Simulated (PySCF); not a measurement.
Indirect couplings

Bonds (- single, = double, # triple, : aromatic): O1=C2 1.186 Å, C2-C3 1.536 Å, C3-C4 1.518 Å, C4-F5 1.327 Å, C4-F6 1.337 Å, C4-F7 1.330 Å, C3-O8 1.415 Å, O8-C9 1.437 Å, C9-C10 1.507 Å, C10-F11 1.365 Å, C9-C2 1.525 Å. C3 carries H12; C9 carries H13; C10 carries H14, H15. Stereochemistry as in O=C1[C@H](C(F)(F)F)O[C@@H]1CF. H14 is pro-R; H15 is pro-S.

Method: B3LYP/pcJ-1 (spin–dipole term only in couplings to heteroatoms)//PBE0-D3(BJ)/def2-SVP, PySCF 2.14; isolated molecule, single conformer, non-relativistic. Couplings are averaged over pairs made equivalent by symmetry, fast rotation or ring inversion, so a value needn't be that of the named pair in this geometry, while other rotamers aren't included; one pair stands for each set, and the list holds a selection of those of at least 1.5 Hz over up to four bonds, among pairs with at least one F or H atom (others weren't computed). One-bond C–F couplings come out tens of Hz too large with common functionals.

Isotopes: 13C, 19F, 1H, 17O. Couplings to quadrupolar nuclei such as 17O and 33S are rarely resolved in practice.

```json
{"pair": "C3, H12", "bonds": "1", "J (Hz)": "163.0"}
{"pair": "C4, F5", "bonds": "1", "J (Hz)": "-347.6"}
{"pair": "C9, H13", "bonds": "1", "J (Hz)": "?"}
{"pair": "C10, F11", "bonds": "1", "J (Hz)": "?"}
{"pair": "C10, H14", "bonds": "1", "J (Hz)": "161.1"}
{"pair": "C10, H15", "bonds": "1", "J (Hz)": "153.4"}
{"pair": "C2, H13", "bonds": "2", "J (Hz)": "?"}
{"pair": "C3, F5", "bonds": "2", "J (Hz)": "35.6"}
{"pair": "F5, F6", "bonds": "2", "J (Hz)": "67.5"}
{"pair": "O8, H12", "bonds": "2", "J (Hz)": "-8.0"}
{"pair": "O8, H13", "bonds": "2", "J (Hz)": "?"}
{"pair": "C9, F11", "bonds": "2", "J (Hz)": "16.8"}
{"pair": "C9, H14", "bonds": "2", "J (Hz)": "-4.3"}
{"pair": "C9, H15", "bonds": "2", "J (Hz)": "3.3"}
{"pair": "C10, H13", "bonds": "2", "J (Hz)": "-7.2"}
{"pair": "F11, H14", "bonds": "2", "J (Hz)": "?"}
{"pair": "F11, H15", "bonds": "2", "J (Hz)": "52.5"}
{"pair": "C2, F11", "bonds": "3", "J (Hz)": "10.1"}
{"pair": "C2, H15", "bonds": "3", "J (Hz)": "2.5"}
{"pair": "O8, H14", "bonds": "3", "J (Hz)": "-3.1"}
{"pair": "O8, H15", "bonds": "3", "J (Hz)": "?"}
{"pair": "C9, H12", "bonds": "3", "J (Hz)": "2.2"}
{"pair": "F11, H13", "bonds": "3", "J (Hz)": "20.1"}
{"pair": "C3, F11", "bonds": "4", "J (Hz)": "3.6"}
{"pair": "C4, H13", "bonds": "4", "J (Hz)": "?"}
{"pair": "C10, H12", "bonds": "4", "J (Hz)": "?"}
```

Q: Estimate the withheld couplings, with signs.

A: 
- 1J(C9,H13) = 157.9 Hz (bond length 1.106 Å, sp3 carbon)
- 1J(C10,F11) = -250.5 Hz (bond length 1.365 Å)
- 2J(C2,H13) = -6.1 Hz (angle at C9 113°)
- 2J(O8,H13) = -8.8 Hz (angle at C9 112°)
- 2J(F11,H14) = 57.3 Hz (angle at C10 110°)
- 3J(O8,H15) = -7.4 Hz (dihedral angle 160°)
- 4J(C4,H13) = -3.5 Hz
- 4J(C10,H12) = -2.2 Hz
